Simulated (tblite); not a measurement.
Record of a relaxation.

Compound: C7H12N (doublet state).
Atom-mapped SMILES: `[CH3:1][NH:2][CH2:3][C:4]1=[CH:5][CH:6][CH2:7][CH2:8]1` (hydrogens: H9, H10, H11 on C1; H12 on N2; H13, H14 on C3; H15 on C5; H16 on C6; H17, H18 on C7; H19, H20 on C8)
Bond orders are those of one Lewis drawing.

Computed with GFN2-xTB (tblite), gas phase: L-BFGS steps from a force-field or distance-geometry start until the largest atomic force falls under 0.01 eV/Å. 5 of its 36 geometries are shown.

Step 0: E = -651.6610 eV, largest atomic force 2.648 eV/Å
```
atom  x, y, z in Å  |  force x, y, z in eV/Å
C1      3.190   -0.029   -0.507   -0.491  -0.062  -0.278
N2      1.741   -0.201   -0.682    0.620   0.311   0.232
C3      1.036    0.185    0.540   -0.703   0.103  -0.373
C4     -0.443    0.015    0.341    1.138   0.297   0.039
C5     -1.254   -0.776    1.080   -2.574  -0.075  -0.617
C6     -2.606   -0.664    0.604    1.757  -0.268   0.823
C7     -2.646    0.302   -0.539   -0.044  -0.298   0.438
C8     -1.189    0.762   -0.710   -0.331  -0.088  -0.109
H9      3.435    1.021   -0.319   -0.231  -0.149   0.022
H10     3.690   -0.328   -1.420    0.057  -0.069  -0.183
H11     3.569   -0.639    0.312    0.204  -0.047   0.264
H12     1.546   -1.192   -0.855    0.060   0.322  -0.013
H13     1.215    1.245    0.776    0.264  -0.094  -0.276
H14     1.377   -0.404    1.390    0.024  -0.193   0.404
H15    -0.961   -1.396    1.901    0.051  -0.116   0.122
H16    -3.446   -1.193    1.033    0.149   0.228  -0.247
H17    -3.020   -0.188   -1.437   -0.139   0.024  -0.128
H18    -3.304    1.139   -0.305   -0.146   0.057  -0.079
H19    -0.833    0.511   -1.711    0.200   0.139   0.053
H20    -1.102    1.841   -0.564    0.133  -0.021  -0.094
```

Step 9: E = -651.8148 eV, largest atomic force 0.048 eV/Å
```
atom  x, y, z in Å  |  force x, y, z in eV/Å
C1      3.192   -0.039   -0.507    0.007  -0.009   0.000
N2      1.762   -0.186   -0.663   -0.017  -0.010   0.013
C3      1.030    0.185    0.545   -0.040  -0.010   0.009
C4     -0.432    0.020    0.350   -0.032   0.019   0.016
C5     -1.292   -0.782    1.075    0.000   0.004   0.008
C6     -2.584   -0.668    0.621    0.002  -0.002  -0.013
C7     -2.650    0.290   -0.525   -0.020  -0.033   0.026
C8     -1.194    0.756   -0.709   -0.036  -0.004   0.012
H9      3.410    1.013   -0.318    0.026  -0.017  -0.015
H10     3.681   -0.340   -1.431    0.019   0.007   0.000
H11     3.605   -0.632    0.325    0.017   0.016  -0.006
H12     1.542   -1.152   -0.893   -0.013  -0.002  -0.034
H13     1.266    1.242    0.734    0.000  -0.020   0.016
H14     1.353   -0.401    1.425    0.017   0.037   0.004
H15    -0.985   -1.408    1.898   -0.020   0.014  -0.034
H16    -3.447   -1.177    1.011    0.035   0.022  -0.024
H17    -3.044   -0.197   -1.423    0.025   0.011   0.010
H18    -3.325    1.123   -0.301    0.036  -0.009  -0.012
H19    -0.804    0.525   -1.703    0.003  -0.025   0.015
H20    -1.090    1.837   -0.579   -0.008   0.010   0.008
```

Step 18: E = -651.8160 eV, largest atomic force 0.015 eV/Å
```
atom  x, y, z in Å  |  force x, y, z in eV/Å
C1      3.193   -0.041   -0.508   -0.004   0.004   0.000
N2      1.762   -0.186   -0.661   -0.008   0.004   0.009
C3      1.029    0.186    0.548   -0.012   0.007   0.005
C4     -0.434    0.024    0.357   -0.003   0.006  -0.006
C5     -1.295   -0.781    1.077    0.004  -0.001  -0.001
C6     -2.585   -0.669    0.619    0.008   0.001   0.000
C7     -2.651    0.289   -0.525    0.004   0.001   0.000
C8     -1.196    0.757   -0.705   -0.007  -0.001  -0.004
H9      3.416    1.010   -0.324    0.009   0.006  -0.004
H10     3.683   -0.343   -1.432   -0.009  -0.011   0.001
H11     3.611   -0.630    0.324   -0.004  -0.005  -0.006
H12     1.536   -1.147   -0.903   -0.004   0.003   0.003
H13     1.267    1.243    0.736    0.002   0.001   0.005
H14     1.355   -0.394    1.430    0.007   0.002  -0.009
H15    -0.990   -1.411    1.896   -0.005  -0.004   0.007
H16    -3.447   -1.179    1.006    0.001  -0.004  -0.006
H17    -3.039   -0.197   -1.425    0.003   0.007   0.007
H18    -3.322    1.124   -0.303   -0.001  -0.011  -0.005
H19    -0.802    0.518   -1.696    0.008   0.004   0.006
H20    -1.096    1.839   -0.580    0.009  -0.009  -0.001
```

Step 26: E = -651.8166 eV, largest atomic force 0.019 eV/Å
```
atom  x, y, z in Å  |  force x, y, z in eV/Å
C1      3.189   -0.043   -0.512    0.008  -0.002  -0.006
N2      1.756   -0.174   -0.659    0.002  -0.009   0.017
C3      1.029    0.194    0.554   -0.005   0.005   0.013
C4     -0.434    0.029    0.367   -0.002  -0.002  -0.009
C5     -1.296   -0.782    1.080    0.000   0.003   0.000
C6     -2.584   -0.673    0.616    0.002  -0.005  -0.005
C7     -2.647    0.287   -0.526    0.000  -0.007  -0.002
C8     -1.192    0.757   -0.701   -0.007   0.004  -0.005
H9      3.429    1.007   -0.337   -0.010   0.006   0.001
H10     3.670   -0.359   -1.436    0.004  -0.003  -0.017
H11     3.607   -0.632    0.320   -0.018  -0.002   0.007
H12     1.525   -1.134   -0.902   -0.012  -0.001  -0.008
H13     1.265    1.250    0.745    0.005   0.010   0.001
H14     1.361   -0.389    1.432   -0.001  -0.006   0.007
H15    -0.996   -1.414    1.899    0.008   0.007   0.000
H16    -3.446   -1.189    0.995    0.003   0.000  -0.002
H17    -3.032   -0.196   -1.429    0.004  -0.003   0.000
H18    -3.324    1.119   -0.306    0.016  -0.003   0.002
H19    -0.792    0.513   -1.687    0.001   0.002  -0.003
H20    -1.093    1.839   -0.582    0.002   0.005   0.007
```

Step 35: E = -651.8171 eV, largest atomic force 0.007 eV/Å
```
atom  x, y, z in Å  |  force x, y, z in eV/Å
C1      3.184   -0.046   -0.516    0.002  -0.003   0.000
N2      1.749   -0.168   -0.655    0.000  -0.003   0.000
C3      1.030    0.200    0.562   -0.003   0.001  -0.001
C4     -0.433    0.034    0.373   -0.004   0.002  -0.001
C5     -1.294   -0.781    1.082   -0.002   0.003   0.004
C6     -2.580   -0.678    0.611    0.001   0.001  -0.002
C7     -2.642    0.284   -0.530   -0.001   0.002  -0.003
C8     -1.188    0.758   -0.699   -0.003   0.004   0.000
H9      3.431    1.003   -0.348   -0.003  -0.001   0.006
H10     3.659   -0.370   -1.441   -0.002  -0.002  -0.005
H11     3.598   -0.635    0.318    0.003   0.001   0.004
H12     1.508   -1.123   -0.904   -0.001  -0.003   0.001
H13     1.267    1.256    0.754    0.003   0.001   0.000
H14     1.363   -0.384    1.439    0.003  -0.001  -0.006
H15    -0.994   -1.410    1.903    0.003  -0.002   0.003
H16    -3.443   -1.198    0.985    0.005  -0.003   0.001
H17    -3.025   -0.198   -1.434    0.003  -0.001  -0.002
H18    -3.318    1.115   -0.307   -0.004  -0.002   0.000
H19    -0.784    0.515   -1.685    0.004   0.002   0.004
H20    -1.092    1.840   -0.579   -0.003   0.004  -0.001
```

Problem. Summarise the path.

Solution. The energy falls by 0.1561 eV from step 0 to step 35; nine tenths of that is first reached at step 5. It falls at every step. The largest force goes from 2.648 to 0.007 eV/Å. Among the bonds C5–C6 changes most, from 1.437 to 1.374 Å; the atoms move by 0.042 Å rms after alignment.

Problem. Follow the three bonds and two angles with the largest change from start to end.

Solution. 
```tsv
step	E above end (eV)	largest force (eV/Å)	C5–C6 (Å)	C4=C5 (Å)	C1–N2 (Å)	N2–C3–H13 (°)	C7–C6–H16 (°)
0	0.1561	2.648	1.437	1.353	1.469	110.8	126.7
2	0.0347	0.311	1.375	1.382	1.449	109.7	124.2
3	0.0214	0.210	1.372	1.378	1.446	108.7	123.7
5	0.0098	0.170	1.373	1.378	1.447	106.8	123.3
6	0.0071	0.158	1.374	1.380	1.447	106.4	123.3
8	0.0031	0.089	1.374	1.382	1.446	106.2	123.2
9	0.0023	0.048	1.374	1.382	1.446	106.2	123.1
11	0.0016	0.038	1.373	1.381	1.446	106.2	123.0
12	0.0014	0.028	1.373	1.381	1.447	106.2	123.0
14	0.0013	0.018	1.373	1.381	1.447	106.1	123.0
15	0.0012	0.019	1.373	1.381	1.447	106.1	123.0
17	0.0011	0.016	1.374	1.382	1.447	106.1	123.1
18	0.0010	0.015	1.374	1.382	1.447	106.1	123.1
20	0.0009	0.018	1.374	1.382	1.447	106.1	123.0
21	0.0009	0.018	1.374	1.382	1.447	106.1	123.0
23	0.0007	0.021	1.374	1.382	1.447	106.1	123.0
24	0.0006	0.024	1.374	1.382	1.447	106.2	123.0
26	0.0004	0.019	1.374	1.382	1.447	106.2	123.0
27	0.0004	0.022	1.374	1.382	1.447	106.2	123.0
29	0.0002	0.014	1.374	1.382	1.447	106.3	123.0
30	0.0002	0.015	1.374	1.382	1.447	106.3	123.0
32	0.0001	0.019	1.374	1.382	1.447	106.3	123.0
33	0.0000	0.018	1.374	1.382	1.446	106.3	123.0
35	0.0000	0.007	1.374	1.381	1.446	106.3	123.0
```

What follows is the cost of the whole relaxation. Time: 0.19 s. Hardware: one thread, Arm Neoverse V2 (aarch64), shared host with 96 logical CPUs at a one-minute load of 61.
